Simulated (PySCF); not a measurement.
**Electron correlation in Fe (iron, neutral)**

[Ar] 3d6 4s1 4p1, one real determinant (an excited configuration). Calculation: PySCF 2.14, in aug-cc-pVDZ (7s6p4d2f, 59 functions); no relativity, point nucleus. Frozen: [Ar]; 8 electrons correlated.

| level | correlation energy (mhartree) |
| --- | --- |
| CCSD | -132.60 |
| (T) | -3.21 |
| CCSD(T) | -135.81 |

Diagnostics: T1 = 0.014, D1 = 0.0338, largest double amplitude 0.049.

Q: Is a single reference adequate?

A: Yes: T1 lies below 0.03 and no double amplitude reaches 0.07.

The reference is one real determinant that mixes LS terms of this configuration.
